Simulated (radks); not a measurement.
Valence configurations of the tellurium ion Te2+ (all share [Kr]). Calculated with a radial shooting solver on a logarithmic mesh with Libxc functionals: scalar-relativistic Kohn-Sham, PBEsol, spin-polarised, spherical densities, finite nucleus; open shells are filled with parallel spins first (spin-orbit coupling, left out, can overturn this in heavy ions); Fermi nuclear charge, rms radius 4.7423 fm. Energies are relative to 4d10 5s2 5p2; eigenvalues in eV for spin up.

| valence | E (eV) | moment (Bohr magnetons) | e(4d) | e(5p) | e(5s) |
|---|---|---|---|---|---|
| 4d10 5s2 5p2 | 0.000 | 2 | -60.995 | -23.103 | -33.504 |
| 4d10 5s1.5 5p2.5 | 4.119 | 3 | -61.661 | -23.685 | -34.186 |
| 4d10 5s1 5p3 | 7.826 | 4 | -62.285 | -24.204 | -34.810 |
| 4d9.5 5s2 5p2.5 | 19.310 | 3 | -64.618 | -24.158 | -34.929 |
| 4d10 5p4 | 21.190 | 2 | -63.662 | -24.359 | - |
| 4d9 5s2 5p3 | 39.636 | 4 | -68.231 | -25.174 | -36.307 |
| 4d9 5s1 5p4 | 50.810 | 4 | -69.580 | -25.787 | -37.113 |
| 4d8.5 5s2 5p3.5 | 62.344 | 4 | -71.891 | -25.934 | -37.429 |
| 4d9 5p5 | 63.982 | 2 | -70.790 | -25.791 | - |
| 4d8 5s2 5p4 | 86.055 | 4 | -75.539 | -26.669 | -38.520 |

NIST lists [Kr] 4d10 5s2 5p2 as the ground configuration; this level of theory agrees among the configurations tried. The energies are those of spherical high-spin densities, not of single terms.
